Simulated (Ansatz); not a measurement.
H4S4Ti, SMILES `[SH][Ti]([SH])([SH])[SH]`. The species carries charge 0 and has multiplicity 1. Correlated methods include outer-core shells of Ti, which these sets cover unevenly. Scalar relativity is left out up to krypton.

Z-matrix (Å, degrees):
```
Ti
S 1 2.267
S 1 2.276 2 112.9
S 1 2.276 2 107.5 3 -121.2
S 1 2.267 2 106.4 3 117.6
H 2 1.348 1 91.6 3 20.9
H 3 1.350 1 89.8 2 -75.3
H 4 1.350 1 89.8 2 167.9
H 5 1.348 1 91.7 2 139.6
```

(1) Give the diagnostics of a CCSD(T)/def2-TZVPP run (frozen core, Ansatz 0.2.0). (Estimate.)

Answers

(1) Computed: T1 = 0.0290, largest single amplitude 0.054, largest double 0.033, (T) share of the correlation energy 6.3 %, 15 CCSD cycles. The RHF solution is stable towards an unrestricted one. T1 lies over the customary mark of 0.02 for closed shells; compounds of d metals often pass it without a breakdown.
